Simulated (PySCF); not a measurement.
C₂H₉NSi₃, SMILES [SiH3]C1=N[SiH2][SiH2]C1. Atoms are numbered in the order given.

```xyz
15

Si     2.6958    -0.1749    -0.3476
C      0.8039    -0.0324    -0.0911
N      0.1322    -0.9429    -0.6821
Si    -1.6441    -0.9414    -0.5316
Si    -1.6933     0.9657     0.8257
C      0.2191     1.0921     0.7584
H      3.4275     0.9286     0.3518
H      3.1555    -1.4848     0.1987
H      2.9891    -0.1045    -1.8084
H     -2.2575    -0.8242    -1.8872
H     -2.0914    -2.2240     0.0866
H     -2.3415     2.1784     0.2422
H     -2.1790     0.7722     2.2250
H      0.5493     2.0615     0.3450
H      0.6656     1.0466     1.7675
```
Charge 0, spin multiplicity 1.

The structure is a stationary point at PBE0-D3(BJ)/def2-SVP. This is a generated structure with no PubChem entry under its InChIKey; it may be hypothetical. The values are those of a single conformer.

The numbers are results of PBE/def2-TZVP (PySCF), not measurements.

ESP charges are fitted to the potential on shells at 1.4 to 2.0 van der Waals radii. Atomic charges (e):

```json
[
 {"atom": "Si1", "IAO": "0.54", "ESP fit": "…"},
 {"atom": "C2", "IAO": "-0.05", "ESP fit": "…"},
 {"atom": "N3", "IAO": "-0.50", "ESP fit": "-0.50"},
 {"atom": "Si4", "IAO": "0.54", "ESP fit": "…"},
 {"atom": "Si5", "IAO": "0.36", "ESP fit": "…"},
 {"atom": "C6", "IAO": "-0.57", "ESP fit": "…"},
 {"atom": "H7", "IAO": "-0.12", "ESP fit": "-0.05"},
 {"atom": "H8", "IAO": "-0.09", "ESP fit": "-0.01"},
 {"atom": "H9", "IAO": "-0.09", "ESP fit": "-0.01"},
 {"atom": "H10", "IAO": "-0.09", "ESP fit": "-0.03"},
 {"atom": "H11", "IAO": "-0.09", "ESP fit": "-0.03"},
 {"atom": "H12", "IAO": "-0.09", "ESP fit": "-0.03"},
 {"atom": "H13", "IAO": "-0.09", "ESP fit": "-0.03"},
 {"atom": "H14", "IAO": "0.17", "ESP fit": "0.06"},
 {"atom": "H15", "IAO": "0.17", "ESP fit": "0.06"}
]
```

### Question
What belongs in the gaps? (The exact figures need the calculation; the answer reports its results.)

### Answer

- Si1, ESP fit: 0.00
- C2, ESP fit: 0.45
- Si4, ESP fit: 0.24
- Si5, ESP fit: 0.00
- C6, ESP fit: -0.12

Computed Mayer and Wiberg (Löwdin basis) orders of the bonds:
| bond | Mayer | Wiberg |
|---|---|---|
| Si1–C2 | 0.93 | 1.05 |
| C2–N3 | 1.82 | 2.23 |
| N3–Si4 | 1.08 | 1.26 |
| Si4–Si5 | 0.94 | 1.07 |
| C2–C6 | 0.98 | 1.24 |
| Si5–C6 | 0.99 | 1.11 |
| Si1–H7 | 0.93 | 0.95 |
| Si1–H8 | 0.94 | 0.95 |
| Si1–H9 | 0.94 | 0.95 |
| Si4–H10 | 0.92 | 0.93 |
| Si4–H11 | 0.92 | 0.93 |
| Si5–H12 | 0.94 | 0.93 |
| Si5–H13 | 0.94 | 0.93 |
| C6–H14 | 0.92 | 0.83 |
| C6–H15 | 0.92 | 0.83 |
